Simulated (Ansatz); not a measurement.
Molecule: AlH$_{3}$ (charge +1, doublet). 
Structure (B3LYP-D3(BJ)/def2-TZVP (Ansatz, an electronic-structure program) minimum search):
```
Al
H 1 1.5437
H 1 1.6724 2 146.81
H 1 1.6724 2 146.81 3 -180.00
```
Charge +1, spin multiplicity 2.

Basis-set convergence of Hartree-Fock and MP2 correlation energies (hartree) with Ansatz. Valence correlation only, unless marked. Open shells are spin-unrestricted. No spin-orbit coupling. No relativistic terms.

| basis | functions | E(HF) | E(corr, MP2) |
|---|---|---|---|
| def2-SVP | 33 | -243.19402 | -0.05668 |
| def2-TZVPP | 84 | -243.28221 | -0.06855 |
| def2-QZVPP | 160 | -243.28981 | -0.07331 |

Extrapolating the two largest sets (X = 3 and 4) as X^-3: E(corr) = (64·(-0.07331) - 27·(-0.06855))/37 = -0.0768 Eh, an estimate of the basis-set limit. The largest set recovers 95.5 % of it, the smallest 73.8 %.
